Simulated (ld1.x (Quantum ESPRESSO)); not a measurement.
# Before and after: ultrasoft potential for Ne

neon (Ne), ultrasoft, made with ld1.x (Quantum ESPRESSO) 7.5 (PBE, non-relativistic). Core [He], reference 2s2 2p5 (charge +1). Waves: 2s (bound): rcut 0.45, rcutus 0.50 bohr; 2s channel at 0.45 Ry: rcut 0.45, rcutus 0.50 bohr; 2p (bound): rcut 0.80, rcutus 1.00 bohr; 2p channel at -2.05 Ry: rcut 0.80, rcutus 1.00 bohr. Local part: all-electron potential smoothed inside 0.55 bohr (lloc = -1). Core correction: Bessel-smoothed model core inside 0.30 bohr. Augmentation charge: PSQ, inside the norm-conserving radii.

Change: local potential all-electron potential smoothed inside 0.92 bohr (lloc = -1).

Cutoffs: the cutoffs (Ry, on a coarse ladder) from which the occupation-weighted sum of valence levels, in a spherical-Bessel basis at the reference potential, stays within 10 and 1 mRy of its value at 400 Ry; they do not see the model core or the augmentation charge, which bear on the density cutoff. Errors are all-electron minus pseudo energies relative to the spin-unpolarised reference configuration.

Task: How do hardness, ghosts and transferability respond?

Result: The potential gets harder (140 Ry and 260 Ry → 160 Ry and 300 Ry); the number of tests that count goes from 5 to 6; of the 5 tests that both files solve, the error grows in 0 and shrinks in 4 by more than 15 % and 0.3 meV (median size 26.0 → 24.4 meV); neither file shows a bound ghost at the reference potential, the only one tested. That the errors move this way runs against the usual rule that smaller radii transfer better.

| quantity | base | changed |
| --- | --- | --- |
| cutoff, loose | 140 Ry | 160 Ry |
| cutoff, tight | 260 Ry | 300 Ry |
| loose cutoff by channel (10 mRy a level) | s 120 Ry, p 70 Ry | s 140 Ry, p 70 Ry |
| bound ghosts | none | none |
| tests counted (converged, no solver errors) | 5 of 6 | 6 of 6 |
| error for 2s2 2p6, meV [ΔE -22.49 eV] | +19 | +16 |
| error for 2s2 2p4, meV [ΔE 43.28 eV] | +47 | +38 |
| error for 2s2 2p3, meV [ΔE 110.72 eV] | +233 | +179 |
| error for 2s1 2p6, meV [ΔE 23.26 eV] | +26 | +24 |
| error for 2s2 2p5.5, meV [ΔE -13.62 eV] | +6.4 | +5.1 |
| s: phases at 1.09 bohr within 0.05 rad from the reference energy up to (Ry; the scan ends near 5) | to the end of the scan | to the end of the scan |
| p: phases at 1.09 bohr within 0.05 rad from the reference energy up to (Ry; the scan ends near 5) | to the end of the scan | to the end of the scan |
| lowest overlap eigenvalue by channel | s 0.67, p 0.93 | s 0.74, p 0.95 |

Base: Tests not counted: 2s2 2p2 (solver errors, printed error -397 eV).
